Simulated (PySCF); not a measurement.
H₃F₅Si₃, SMILES F[SiH](F)[SiH2][Si](F)(F)F at its CAM-B3LYP/def2-SVP optimised geometry (Å):

```
11

Si     2.0421    -0.7481     0.0000
F      2.5529    -0.1705     1.4160
F      2.5455    -2.2762    -0.1086
Si    -0.2967    -0.7481     0.0000
Si    -1.1062     1.4267     0.0000
F     -2.6824     1.5032    -0.2737
F     -0.3803     2.2762    -1.1519
F     -0.8288     2.1836     1.3841
H      2.6824     0.0327    -1.0793
H     -0.7829    -1.3964    -1.2480
H     -0.8173    -1.4684     1.1912
```

Level of theory: PySCF with CAM-B3LYP/def2-TZVP. Cells within 0.4 Å of a nucleus heavier than hydrogen are left out (blank, or x).

Map of the deformation density (molecule minus spherical neutral atoms) (e/bohr³) on the plane z = 0.0 Å:

```
|333333333333333333333333333|
|333333322222222333333333333|
|333332222222222233333333333|
|333322222222222223333333333|
|333222222222222222333333333|
|333222222222222222233333333|
|332233222111222222222333333|
|332333331001122222222222333|
|332223554011012222222222233|
|322225x672xx001222222222223|
|3222236652x2212222222222222|
|332333332258632222222222222|
|332223222379843221112222222|
|332222222357633431012222222|
|333222222223x25773x21122222|
|333222222101xx6994xx0012222|
|333222222212214663231122222|
|333322222222102332376322222|
|33332222222211222256x432222|
|3333322222222222224xx433222|
|333332222222222223354233223|
|333333222222222223322233223|
|333333322222222222332222333|
|333333332222222222222223333|
|333333333332222222222333333|
|333333333333333333333333333|
|333333333333333333333333333|
```
Scale: ten equal steps from -0.021 (start of '0') to 0.049 (end of '9'), in the order '0123456789'; x runs from -5.00 to 5.00, y from -5.00 (bottom) to 5.00 (top).
